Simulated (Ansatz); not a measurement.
A run for Ansatz (an electronic-structure program): U-CCSD(T)/def2-TZVPP on MgB-, 2S+1 = 3, a spin state set in the input, which need not be the lowest, a point of a bond scan (R = 2.248 Å). Charge -1.

Ansatz 0.2 input:
```yaml
crystal:
  periodic: [false, false, false]
  atoms:
    - {symbol: B, position_ang: [0.00000000, 0.00000000, 0.00000000]}
    - {symbol: Mg, position_ang: [0.00000000, 0.00000000, 2.24768100]}
basis:
  gaussian:
    orbitals: def2-TZVPP
total_charge: -1
magnetization: {spin_polarized: true, initial_magnetization: 2}
correlation: {method: ccsd_t, electrons: valence}
output: {orbitals: {seedname: ./end}}
```

Output:

```
WARN ansatz: RAYON_NUM_THREADS=2 ignored (pool sized by the plan → 2); use --threads N
Functional definition: HF
integrals: 0.04 GiB planned
474 factors; integrals over basis functions are off by at most 1.1e-3 eV
mean field: 0.10 GiB planned
mean field evaluation 1: about -6098.1816 eV, gradient 7.5e0 eV
mean field evaluation 2: about -6098.1881 eV, gradient 7.5e0 eV
mean field evaluation 4: about -6099.2508 eV, gradient 1.7e0 eV
mean field evaluation 8: about -6099.5264 eV, gradient 8.0e-1 eV
mean field evaluation 16: about -6099.6926 eV, gradient 2.4e-4 eV
mean field evaluation 32: about -6099.6902 eV, gradient 1.5e-1 eV
mean field evaluation 64: about -6099.6716 eV, gradient 2.6e-1 eV
mean field evaluation 96: about -6099.6852 eV, gradient 4.1e-2 eV
mean field evaluation 128: about -6096.9770 eV, gradient 4.6e0 eV
mean field evaluation 160: about -6099.4580 eV, gradient 8.2e-1 eV
mean field evaluation 192: about -6099.6805 eV, gradient 2.7e-2 eV
mean field evaluation 224: about -6097.5872 eV, gradient 3.4e0 eV
mean field evaluation 256: about -6098.6613 eV, gradient 4.9e0 eV
mean field evaluation 288: about -6099.4829 eV, gradient 1.5e-1 eV
mean field evaluation 320: about -6099.1843 eV, gradient 1.3e0 eV
mean field evaluation 352: about -6099.4856 eV, gradient 2.1e-4 eV
mean field evaluation 384: about -6099.1628 eV, gradient 1.3e0 eV
mean field evaluation 416: about -6098.5962 eV, gradient 2.0e-1 eV
mean field evaluation 448: about -6097.4210 eV, gradient 1.1e0 eV
mean field evaluation 480: about -6097.8988 eV, gradient 1.2e-1 eV
mean field evaluation 512: about -6097.3185 eV, gradient 2.0e0 eV
mean field evaluation 544: about -6095.6184 eV, gradient 5.7e0 eV
mean field evaluation 576: about -6098.6665 eV, gradient 5.6e-2 eV
mean field evaluation 608: about -6096.7457 eV, gradient 2.8e0 eV
mean field evaluation 640: about -6097.7998 eV, gradient 7.9e-1 eV
mean field evaluation 672: about -6095.9541 eV, gradient 2.1e0 eV
mean field evaluation 704: about -6099.4801 eV, gradient 2.5e-1 eV
mean field evaluation 736: about -6098.6162 eV, gradient 1.6e-1 eV
mean field evaluation 768: about -6098.6200 eV, gradient 9.9e-2 eV
mean field -6099.69255848 eV, -224.1595670040 hartree, gradient 1.8e-6 eV, S^2 2.703924; 22 other end points of the search recorded, 0 dependent functions left out
determinant -6099.69255848 eV, -224.1595670040 hartree, with singles and doubles -6107.41299816 eV, -224.4432879293 hartree
determinant -6099.48564188 eV, -224.1519629592 hartree, with singles and doubles -6107.28996669 eV, -224.4387666060 hartree
determinant -6098.66703129 eV, -224.1218795750 hartree, with singles and doubles -6106.11513710 eV, -224.3955924150 hartree
determinant -6097.90038052 eV, -224.0937056789 hartree, with singles and doubles -6105.68084482 eV, -224.3796324680 hartree
determinant -6097.80637669 eV, -224.0902511019 hartree, with singles and doubles -6105.73400269 eV, -224.3815859837 hartree
determinant -6097.48997621 eV, -224.0786235986 hartree, with singles and doubles -6105.40131620 eV, -224.3693599806 hartree
determinant -6097.46804344 eV, -224.0778175843 hartree, with singles and doubles -6105.35070327 eV, -224.3674999900 hartree
determinant -6097.32400090 eV, -224.0725241185 hartree, with singles and doubles -6105.61883109 eV, -224.3773535053 hartree
determinant -6096.77634486 eV, -224.0523981302 hartree, with singles and doubles -6104.97922938 eV, -224.3538485760 hartree
determinant -6096.25633601 eV, -224.0332881575 hartree, with singles and doubles -6104.41263975 eV, -224.3330267912 hartree
determinant -6099.69255848 eV, -224.1595670040 hartree, with singles and doubles -6107.40983655 eV, -224.4431717420 hartree
determinant -6099.48564188 eV, -224.1519629592 hartree, with singles and doubles -6107.29109725 eV, -224.4388081535 hartree
2 core orbitals not correlated
reference -6099.69255848 eV, -224.1595670040 hartree; 8, 6 occupied and 53, 55 virtual orbitals, 474 factors
second order -6.81472902 eV of doubles, -0.00000000 eV of singles
coupled cluster: 0.20 GiB planned
cycle   1  -7.71727876 eV  change   -6.9e-7 eV  update   3.1e-6
coupled cluster: 0.20 GiB planned
perturbative correction -0.29275847 eV, -0.0107586753 hartree
Total energy: -6107.70259571 eV, -224.4539304427 hartree
```

The run converged. Its determinant has ⟨S²⟩ = 2.70, a mixture of spin states.

Cost: very roughly 19 core-seconds.
